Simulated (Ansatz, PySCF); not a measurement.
Species: KS (charge 0, doublet). SMILES: [S][K]
Geometry from a B3LYP-D3(BJ)/def2-TZVP (Ansatz, a quantum-chemistry and plane-wave program) optimisation:
```xyz
2

K      0.0000     0.0000    -1.3037
S      0.0000     0.0000     1.5481
```
Charge 0, spin multiplicity 2.

Property: vertical ionisation energy (to the triplet state of charge +1; each state is the SCF solution reached for its spin), in eV. Cores are frozen in the correlated levels unless marked. UHF or UKS for open shells. Spin-orbit coupling is left out. The frozen core is the preceding noble-gas configuration, with the filled d and f shells of earlier blocks. The outer core of K, Ca and their heavier congeners is not correlated, a term that matters for these elements. No relativistic terms. CBS marks a two-point X^-3 extrapolation of the correlation energy; Hartree-Fock from the larger set.

```tsv
level	program	vertical ionisation energy (eV)
PBE/def2-TZVPD	Ansatz	6.99
r2SCAN/def2-TZVPD	Ansatz	6.91
B3LYP/def2-TZVPD	Ansatz	7.00
PBE0/def2-TZVPD	Ansatz	6.88
BHLYP/def2-TZVPD	Ansatz	6.74
wB97M-V/def2-TZVPD	Ansatz	6.91
wB97X-V/def2-TZVPD	Ansatz	6.91
CCSD/def2-SVPD	Ansatz	6.38
CCSD/def2-TZVPPD	Ansatz	6.53
CCSD/def2-QZVPPD	Ansatz	6.65
CCSD/CBS(def2-TZVPPD,def2-QZVPPD)	Ansatz	6.73
CCSD(T)/def2-SVPD	Ansatz	6.43
CCSD(T)/def2-TZVPPD	Ansatz	6.60
CCSD(T)/def2-QZVPPD	Ansatz	6.73
```

For comparison, minus the highest occupied orbital energy (PySCF): 7.00 eV at HF/def2-TZVPD, 5.17 eV at MN15/def2-TZVPD, 5.63 eV at M06-2X/def2-TZVPD.
